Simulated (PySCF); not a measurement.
NMR data sheet: C$_{5}$H$_{11}$PSi

| Item | Value |
| --- | --- |
| Formula | C5H11PSi |
| SMILES | CC#C[Si](C)(C)P |
| Point group of the computed structure | Cs |
| Carbon signals | 4 |
| Proton signals | 3 |

Mapped SMILES: `[CH3:1][C:2]#[C:3][Si:4]([CH3:5])([CH3:6])[PH2:7]`. Hydrogens are named by the atom that carries them.

[PySCF 2.14.0 with density-fitted response routines: shieldings: GIAO PBE0/pcSseg-1; geometry from GFN2-xTB; non-relativistic; one averaged value for each set of equivalent atoms; gas phase; a single conformation]

Chemical shifts δ = σref − σ; ¹H, ¹³C, ²⁹Si vs TMS; H3PO4 for ³¹P, all at this level.

| carbon | δC, type | δH (multiplicity) | HMBC from (2–3 bonds) | span of the C tensor (ppm) |
| --- | --- | --- | --- | --- |
| C1 | 6.0, CH3 | 2.05 (s) | – | 25 |
| C2 | 113.9, C | – | H(C1) | 268 |
| C3 | 89.5, C | – | H(C1), H(P7), H(C5)/H(C6) | 265 |
| C5/C6 | 2.1, CH3 | 0.27 (m) | H(P7), H(C5)/H(C6) | 15 |

Other nuclei:
```
atoms  nucleus                            environment  δ (ppm)  σ (ppm)
H(P7)       ¹H  hydrogen on a phosphorus bonded to Si     1.19    30.52
   P7      ³¹P           phosphorus bonded to Si, 2 H   -273.3    591.7
  Si4     ²⁹Si               silicon bonded to 3 C, P    -19.8    368.9
```

- δC 113.9, 89.5: alkyne carbon.
- δC 6.0: propargylic methyl carbon; saturated and bonded to C and H only.
- δC 2.1: methyl carbon bonded to Si; an electropositive neighbour leaves it electron-rich and shielded.
- δH 1.19: hydrogen on a phosphorus bonded to Si.
- δH 0.27: hydrogen on a methyl carbon bonded to Si; an electropositive neighbour shields it, as in TMS itself.

Splittings by ³¹P in the carbon and heteronuclear signals aren't shown, as no couplings were computed. Shifts are as computed. Against solution values, carbons near 30 ppm lie about +3 ppm off and those near 130 ppm about +5 ppm. Of 1211 compounds with measured shifts, 218 miss one by over three times the rms of a fit or turn the order of signals round; such compounds aren't used in these exercises. Experimental scales use liquid or dissolved standards, which lie at an offset from isolated H3PO4. Multiplicities follow the n + 1 count of equivalent neighbours, as no J values were calculated; m marks all less simple cases, F and P coupling included.
